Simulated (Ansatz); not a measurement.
Reaction (isomerisation): `CB(N)F` → `NCBF`

Calculated with Ansatz (gas phase, PBE0-D4/def2-TZVP geometries, no zero-point term in ΔE). CCSD(T)/CBS adds triple-zeta CCSD(T) − MP2 to the extrapolated MP2 energy (def2 sets, frozen cores). Functionals use def2-TZVPP. HSE06 is defined as in plane-wave codes. Each species was taken in one conformer, which may not be the lowest.

```csv
level,ΔE (kJ/mol),difference from CCSD(T)/CBS
PBE-D4,215.8,-2.8
revPBE-D4,212.2,-6.4
BLYP-D4,216.0,-2.6
r2SCANh-D4,224.4,5.8
HSE06-D4,218.6,0.0
CAM-B3LYP-D4,220.9,2.3
ωB97M-V,219.7,1.1
B2PLYP,220.8,2.2
BLYP,216.2,-2.4
r2SCAN0,224.8,6.2
BHLYP,221.6,3.0
RPA@PBE/def2-TZVPP,210.2,-8.4
HF/def2-SVP,221.2,2.6
MP2/def2-SVP,228.7,10.1
MP2/def2-TZVPP,223.4,4.8
CCSD/CBS(def2),218.6,0.0
CCSD(T)/CBS,218.6,0
```

Largest T1 diagnostic among the species: 0.011.

From BLYP to BHLYP (50 % exact exchange), in def2-TZVPP and without D4, ΔE moves by +5.3 kJ/mol. At CCSD(T), def2-SVP lies +4.2 kJ/mol from the extrapolated value and def2-TZVPP +0.3 kJ/mol.
